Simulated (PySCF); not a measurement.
C3H9NSi. Atoms are numbered in the order given.

```xyz
14

N      2.1197    -0.2369    -0.3346
Si     0.5609     0.3443     0.1106
C     -0.9477     0.3924    -1.0423
C     -1.7742    -0.0667     0.1876
C     -0.6711    -0.7555     1.0341
H      2.2591    -1.0977    -0.8486
H      2.9166     0.3823    -0.4071
H      0.8040     1.6605     0.7794
H     -1.2783     1.3107    -1.5490
H     -0.8903    -0.4139    -1.7937
H     -2.6418    -0.7050    -0.0491
H     -2.1643     0.8127     0.7264
H     -0.7859    -0.7229     2.1271
H     -0.5515    -1.8103     0.7325
```
Charge 0, spin multiplicity 1.

The structure is a stationary point at PBE0-D3(BJ)/def2-SVP. The values are those of a single conformer.

These are B3LYP/pcSseg-1 (PySCF) values and carry that method's errors.

GIAO shieldings, no solvent; atoms listed in one row are averaged. δ = σ(ref) − σ: ¹⁵N against NH3 (σ = 265.5 ppm); ²⁹Si against TMS (σ = 338.7 ppm); ¹³C against TMS (σ = 181.3 ppm); ¹H against TMS (σ = 31.68 ppm), references at their B3LYP-D3(BJ)/def2-TZVP geometries, non-relativistic.

```csv
nucleus,atoms,count,δ (ppm)
¹⁵N,N1,1,33.0
²⁹Si,Si2,1,-12.6
¹³C,C3,1,27.3
¹³C,C5,1,25.4
¹³C,C4,1,17.6
¹H,H8,1,4.92
¹H,H11,1,2.19
¹H,H13,1,1.57
¹H,H12,1,1.53
¹H,H9,1,1.50
¹H,H14,1,1.46
¹H,H7,1,1.44
¹H,H10,1,1.34
¹H,H6,1,0.93
```
